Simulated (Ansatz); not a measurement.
Reaction (formal exchange of groups at the Si–C bond): `CC(F)=C=C[SiH3]` + `[CH3][SbH2]` → `[SiH3][CH2][SbH2]` + `C=C=C(C)F`

Calculated with Ansatz (gas phase, PBE0-D4/def2-TZVP geometries, no zero-point term in ΔE). CCSD(T)/CBS is the MP2 limit (def2-TZVPP, def2-QZVPP) plus CCSD(T) − MP2 in def2-TZVPP, frozen cores. DFT in def2-TZVPP. def2 core potentials past Kr. For Sb outer-core shells are correlated without core-valence functions, which leaves a few kJ/mol of doubt a bond.

`CC(F)=C=C[SiH3]`:

```xyz
13

C    -1.588   -0.030    1.814
C    -1.415    0.111    0.349
F    -2.430    0.779   -0.247
C    -0.429   -0.339   -0.377
C     0.597   -0.751   -1.063
Si    2.097    0.330   -1.330
H    -0.748   -0.572    2.246
H    -2.512   -0.571    2.038
H    -1.654    0.956    2.283
H     0.574   -1.752   -1.498
H     1.891    1.624   -0.636
H     3.309   -0.345   -0.794
H     2.307    0.559   -2.785
```

`[CH3][SbH2]`:

Z-matrix (Å, degrees):
```
C
Sb 1 2.162
H 1 1.088 2 111.0
H 1 1.090 2 108.7 3 120.8
H 1 1.090 2 108.7 3 -120.8
H 2 1.711 1 94.2 3 -45.5
H 2 1.711 1 94.2 3 46.1
```

`[SiH3][CH2][SbH2]`:

```xyz
10

Si   -0.870    0.789    0.459
C     0.736    0.475   -0.437
Sb    1.253   -1.624   -0.636
H    -1.166    2.247    0.560
H    -0.801    0.233    1.836
H    -1.992    0.136   -0.266
H     1.573    0.951    0.079
H     0.706    0.882   -1.451
H    -0.317   -2.091   -1.134
H     0.877   -1.998    0.991
```

`C=C=C(C)F`:

Cartesian coordinates in Å:
```
C -0.648 0.624 -1.916
C 0.019 0.283 -0.855
C 0.655 -0.065 0.227
C 0.068 -0.501 1.517
F 2.007 -0.050 0.244
H -0.950 1.653 -2.091
H -0.923 -0.106 -2.673
H 0.409 -1.509 1.766
H -1.020 -0.498 1.460
H 0.384 0.169 2.321
```

```tsv
level	ΔE (kJ/mol)
r2SCAN-D4	4.6
ωB97M-V	2.1
r2SCAN	4.8
PBE0	4.7
MP2/def2-TZVPP	2.1
MP2/def2-QZVPP	1.4
SCS-MP2/def2-QZVPP	2.8
MP2/CBS(def2)	0.9
```

**Question.** What does CCSD(T)/CBS give? (Best estimate.)

**Answer.** The calculation gave: +0.5 kJ/mol. The listed levels differ from it by 4.1, 1.6, 4.3, 4.2, 1.6, 0.9, 2.3, 0.4 kJ/mol.

Largest T1 diagnostic among the species: 0.013.

The D4 term adds −3.8 kJ/mol with B3LYP and −1.8 kJ/mol with PBE0; it sums over pairs of atoms, weighted by their polarisabilities, and B3LYP, whose exchange is more repulsive, gets the larger term. In def2-TZVPP, CCSD(T) changes the Hartree–Fock value by −7.0 kJ/mol (the triples alone add −0.4 kJ/mol) and MP2 by −6.6 kJ/mol.

B3LYP here is the variant with VWN-RPA as its local correlation; programs differ in this.
